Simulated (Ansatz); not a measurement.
(ZnTe)6 ring (Zn6Te6). Charge 0, multiplicity 1. Geometry PBE-D4/def2-SVP; atoms count from 1.

```xyz
12

Zn    0.080    0.189    2.985
Te   -2.398    0.006    2.926
Zn   -1.623   -1.935    1.581
Te   -0.826   -3.817    0.163
Zn   -1.746   -2.118   -1.402
Te   -2.581   -0.327   -2.912
Zn   -0.099   -0.178   -2.964
Te    2.383   -0.061   -2.923
Zn    1.645    1.906   -1.596
Te    0.860    3.817   -0.210
Zn    1.745    2.144    1.404
Te    2.561    0.374    2.949
```

In the def2 sets Te takes a core potential; there is no spin–orbit coupling. Single mean-field runs in def2-TZVP are fitted with def2-universal-jkfit.

Question: Estimate the Mulliken populations from the PBE0/def2-TZVP orbitals of Ansatz.

Answer: 
| atom | charge (e) | d electrons |
| --- | --- | --- |
| Zn1 | 0.19 | 10.07 |
| Te2 | -0.19 | – |
| Zn3 | 0.18 | 10.07 |
| Te4 | -0.18 | – |
| Zn5 | 0.18 | 10.07 |
| Te6 | -0.18 | – |
| Zn7 | 0.18 | 10.07 |
| Te8 | -0.18 | – |
| Zn9 | 0.18 | 10.07 |
| Te10 | -0.18 | – |
| Zn11 | 0.19 | 10.07 |
| Te12 | -0.19 | – |
Mulliken values depend strongly on the basis.

Question: And the Mayer bond orders between heavy atoms (over 0.3)?

Answer: Zn1–Te2 1.05 (2.49 Å); Zn1–Te12 1.05 (2.49 Å); Te2–Zn3 1.05 (2.49 Å); Zn3–Te4 1.05 (2.49 Å); Te4–Zn5 1.05 (2.49 Å); Zn5–Te6 1.05 (2.49 Å); Te6–Zn7 1.05 (2.49 Å); Zn7–Te8 1.05 (2.49 Å); Te8–Zn9 1.05 (2.49 Å); Zn9–Te10 1.05 (2.49 Å); Te10–Zn11 1.05 (2.49 Å); Zn11–Te12 1.05 (2.49 Å).
